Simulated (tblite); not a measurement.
Compound: C4H12N2OSi.
Bonds: C1–C2, C2–N3, N3–C4, C4–O5 (double), C4–Si6, Si6–N7, N7–C8. Hydrogens: H9, H10, H11 on C1; H12, H13 on C2; H14 on N3; H15, H16 on Si6; H17 on N7; H18, H19, H20 on C8.

A start from a force field or distance geometry was refined with tblite, GFN2-xTB geometry optimisation, gas phase. Values at the start:

```
  coordinate    start
       C1–C2  1.526 Å
       C1–H9  1.094 Å
       C2–N3  1.438 Å
      C2–H12  1.085 Å
      C2–H13  1.115 Å
       N3–C4  1.367 Å
      N3–H14  1.025 Å
       C4=O5  1.239 Å
      C4–Si6  1.934 Å
      Si6–N7  1.729 Å
     Si6–H15  1.484 Å
       N7–C8  1.453 Å
      N7–H17  1.017 Å
      C8–H18  1.083 Å
    C1–C2–N3   111.5°
    C2–N3–C4   123.6°
    N3–C4–O5   125.3°
   N3–C4–Si6   118.4°
   C4–Si6–N7   110.2°
   O5–C4–Si6   116.3°
   Si6–N7–C8   122.9°
 C1–C2–N3–C4      85°
 C2–N3–C4–O5       0°
N3–C4–Si6–N7      16°
C4–Si6–N7–C8      71°
```

Question: How do these coordinates change at the GFN2-xTB level?

Answer: 
| coordinate | GFN2-xTB (Å or °) | change |
| --- | --- | --- |
| C2–H13 | 1.092 | -0.023 |
| Si6–H15 | 1.464 | -0.020 |
| C4=O5 | 1.220 | -0.019 |
| N3–H14 | 1.008 | -0.017 |
| N3–C4 | 1.352 | -0.015 |
| C4–Si6 | 1.919 | -0.015 |
| C2–H12 | 1.096 | +0.011 |
| C2–N3 | 1.446 | +0.008 |
| N7–H17 | 1.010 | -0.007 |
| C1–H9 | 1.089 | -0.005 |
| C8–H18 | 1.088 | +0.005 |
| N7–C8 | 1.449 | -0.004 |
| C1–C2 | 1.526 | 0.000 |
| Si6–N7 | 1.729 | 0.000 |
| O5–C4–Si6 | 122.2 | +5.9 |
| C4–Si6–N7 | 104.5 | -5.7 |
| N3–C4–O5 | 122.2 | -3.1 |
| N3–C4–Si6 | 115.6 | -2.8 |
| C2–N3–C4 | 124.0 | +0.4 |
| Si6–N7–C8 | 123.3 | +0.4 |
| C1–C2–N3 | 111.7 | +0.2 |
| C1–C2–N3–C4 | 112 | +27 |
| N3–C4–Si6–N7 | 35 | +19 |
| C4–Si6–N7–C8 | 56 | -15 |
| C2–N3–C4–O5 | 4 | +4 |

The energy falls by 26.1 kJ/mol over 166 L-BFGS steps, the largest force on an atom goes from 1.56 to 0.009 eV/Å, and the atoms move by 0.607 Å rms after alignment. The bond that changes most is C2–H13 (sp3 carbon bound to nitrogen to methylene hydrogen), which shortens by 0.023 Å. Bonds longer at the end by more than 0.005 Å: 2 of 19; shorter: 8. Among the dihedrals that turn most is H13–C2–N3–H14, from 145° to 178°. Rotational constants go from 2440, 982.1, 782.3 to 2265, 1100, 833.5 MHz.

Time: 3.6 s wall. Hardware: one thread, Intel Xeon at 2.50 GHz (x86_64), shared host with 64 logical CPUs at a one-minute load of 62.

Its GFN2-xTB frequencies are all real (lowest 36 cm⁻¹). One conformer, not necessarily the lowest. 3 starts were optimised and ended at 0.00, 0.59 and 2.22 kcal/mol (GFN2-xTB); the lowest of these is shown.

These are computed values.
